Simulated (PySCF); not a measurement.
Working out the ionisation energy of C²⁺

C²⁺ [He] 2s2 (1S) → C³⁺ [He] 2s1 (2S). Calculation: PySCF 2.14, in an uncontracted even-tempered set (18 s from 0.12 bohr⁻², ratio 2.2; 9 p from 0.23 bohr⁻², ratio 2.4; 6 d from 0.7 bohr⁻², ratio 2.4; 6 f from 1.1 bohr⁻², ratio 2.4; 5 g from 1.6 bohr⁻², ratio 2.4); no relativity, point nucleus. Frozen: nothing; the 11 highest virtual orbitals dropped. Energies in hartree (1 hartree = 27.21139 eV):

```
             part  C²⁺ (lower)  C³⁺ (upper)
              UHF   -36.408477   -34.726169
MP2 opposite-spin    -0.093299    -0.045144
    MP2 same-spin    -0.002387    -0.001335
```

Problem. What does Hartree-Fock give?

Solution. (-34.726169) − (-36.408477) = 1.682308 hartree = 45.778 eV.

Problem. What do MP2 and SCS-MP2 (6/5 opposite-spin, 1/3 same-spin) give?

Solution. The opposite-spin parts differ by 1.310 eV and the same-spin parts by 0.029 eV. MP2: 45.778 + (1.310) + (0.029) = 47.117 eV. SCS-MP2: 45.778 + 1.2 × (1.310) + (0.029)/3 = 47.360 eV.

Measured between the centres of the two terms (NIST): 47.888 eV, so MP2 (all electrons) is off by -0.771 eV.

What remains against the reference includes basis incompleteness and correlation beyond second order.
